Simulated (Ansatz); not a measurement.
Calculated with Ansatz (gas phase, PBE0-D4/def2-TZVP geometries, no zero-point term in ΔE). CCSD(T)/CBS adds triple-zeta CCSD(T) − MP2 to the extrapolated MP2 energy (def2 sets, frozen cores). This one scheme is used for every species. DFT in def2-TZVPP. HSE06 is defined as in plane-wave codes.

Reaction (formal exchange of groups at a C–C bond): `N#Cc1cscn1` + CH₄ → `Cc1cscn1` + `C#N`

| level | ΔE (kJ/mol) |
| --- | --- |
| BLYP-D4 | 31.1 |
| B97M-V | 32.6 |
| r2SCAN0 | 26.1 |
| HSE06 | 27.6 |
| CCSD(T)/def2-SVP | 23.2 |
| CCSD/def2-TZVPP | 17.2 |
| HF/def2-QZVPP | 17.1 |
| MP2/CBS(def2) | 21.1 |

Task: What does CCSD(T)/CBS give? (Best estimate.)

Result: Ansatz gave: +16.5 kJ/mol. The listed levels differ from it by 14.6, 16.1, 9.6, 11.1, 6.7, 0.7, 0.6, 4.6 kJ/mol.

Largest T1 diagnostic among the species: 0.015.

From PBE to PBE0 (25 % exact exchange), in def2-TZVPP and without D4, ΔE moves by −4.5 kJ/mol. Leaving LDA and LC-ωPBE aside and taking each functional with its dispersion term where it has one, the values, not all of them listed here, spread over 12.9 kJ/mol, from ωB97M-V to B97M-V. At CCSD(T), def2-SVP lies +6.7 kJ/mol from the extrapolated value and def2-TZVPP +2.8 kJ/mol.
